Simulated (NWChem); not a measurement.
Molecule: AgF; SMILES [Ag][F]

Program: NWChem. def2 effective core potentials on Ag; no spin-orbit coupling. Each level has its own optimisation; frequencies are unscaled.

| level | r Ag–F (Å) | highest harmonic frequency (cm⁻¹) | zero-point energy (kcal/mol) |
|---|---|---|---|
| BLYP/def2-SVP (core potentials) | 1.989 | 509 | 0.7 |
| Hartree-Fock/3-21G (all-electron, non-relativistic) | 2.017 | 542 | 0.8 |
| CAM-B3LYP/def2-SVP (core potentials) | 1.964 | 554 | 0.8 |
| LDA (Slater exchange, VWN5)/def2-SVP (core potentials) | 1.931 | 562 | 0.8 |
| PBE0-D3(BJ)/def2-TZVP (core potentials) | 1.986 | 501 | 0.7 |
